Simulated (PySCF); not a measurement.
```xyz
21

C     -1.1971    -0.1302    -2.4354
O     -0.2525    -0.6163    -1.5053
Si     0.0002     0.0003    -0.0001
O      1.3880    -0.6792     0.5675
C      2.5825    -0.8263    -0.1706
O      0.0467     1.6384    -0.1565
C      0.0100     2.5588     0.9136
O     -1.1814    -0.3416     1.0940
C     -1.3955    -1.6023     1.6925
H     -1.0268    -0.6277    -3.4028
H     -2.2310    -0.3480    -2.1118
H     -1.1017     0.9601    -2.5761
H      3.0680     0.1497    -0.3513
H      3.2778    -1.4555     0.4065
H      2.3978    -1.3061    -1.1471
H     -0.8328     2.3525     1.5955
H      0.9452     2.5315     1.5015
H     -0.1086     3.5730     0.5016
H     -1.7819    -2.3356     0.9617
H     -0.4655    -2.0062     2.1281
H     -2.1414    -1.4891     2.4945
```

Charge 0, multiplicity 1.

Give the Mulliken and meta-Löwdin atomic charges from TPSSh-D3(BJ)/def2-TZVP // B3LYP-D3(BJ)/def2-SVP (PySCF).


```tsv
atom	Mulliken (e)	meta-Löwdin (e)
C1	-0.20	-0.09
O2	-0.35	-0.63
Si3	0.71	1.60
O4	-0.35	-0.63
C5	-0.20	-0.09
O6	-0.35	-0.63
C7	-0.20	-0.09
O8	-0.35	-0.63
C9	-0.20	-0.09
H10	0.12	0.11
H11	0.11	0.10
H12	0.13	0.10
H13	0.11	0.10
H14	0.12	0.11
H15	0.13	0.10
H16	0.13	0.10
H17	0.11	0.10
H18	0.12	0.11
H19	0.11	0.10
H20	0.13	0.10
H21	0.12	0.11
```
